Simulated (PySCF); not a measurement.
C2H2F2O3S.
Z-matrix (Å and degrees, GFN2-xTB geometry), rows numbered from 1:
```
O 
S   1  1.4138
O   2  1.6693  1  108.07
C   3  1.3898  2  113.99  1   135.94
C   4  1.5506  3  106.40  2   -23.00
F   5  1.3526  4  111.36  3  -116.22
F   5  1.3658  4  109.37  3   129.05
O   5  1.3317  4  109.74  3     7.21
H   4  1.0962  3  111.80  2    95.84
H   4  1.0933  3  109.43  2  -142.19
```

Probes without a nucleus sit at each ring's centroid and 1 Å off its mean plane on both sides; NICS is minus the shielding there, NICSzz its component along the normal. Level: GIAO PBE0/pcSseg-1 (PySCF, non-relativistic, gas phase) on the GFN2-xTB geometry, one conformer.

Ring bond lengths (Å), with Mayer bond orders in brackets: S2–O3 1.669 (0.87), O3–C4 1.390 (0.89), C4–C5 1.551 (1.02), C5–O8 1.332 (1.05), O8–S2 1.737 (0.73).

Task: Give the NICS values of each ring in ppm.

Result: 
| ring | type | NICS(0) | NICS(1), two faces | NICS(1)zz, two faces | rms pucker (Å) | centre to ring atoms, mean (Å) |
| --- | --- | --- | --- | --- | --- | --- |
| S2–O3–C4–C5–O8 | 5-membered ring with 2 O and S; formal bonds all single | -8.0 | -2.4 / -3.2 | -3.4 / -5.1 | 0.12 | 1.29 |

Task: What do they say, and how far can they be read as aromaticity?

Result: 
- S2–O3–C4–C5–O8: mean NICS(1)zz -4.3 ppm, shielded. C4, C5 have four or more neighbours; no verdict on aromaticity is drawn. NICS(0) lies 5 ppm below the mean NICS(1).

Task: What is the mean of the two in-plane components of NICS at the first NICS(1) probe listed for ring S2–O3–C4–C5–O8, 1 Å off the ring?

Result: The isotropic value is a third of the trace: (3 × -2.4 − (-3.4))/2 = -1.9 ppm.

Task: Give the inner angles of the rings and the Hirshfeld charges of the ring atoms.

Result: 
- S2–O3–C4–C5–O8: S2 89.6° (+0.492 e), O3 114.0° (-0.165 e), C4 106.4° (-0.018 e), C5 109.7° (+0.224 e), O8 113.6° (-0.186 e); sum 533.3° against 540° for a flat convex ring.
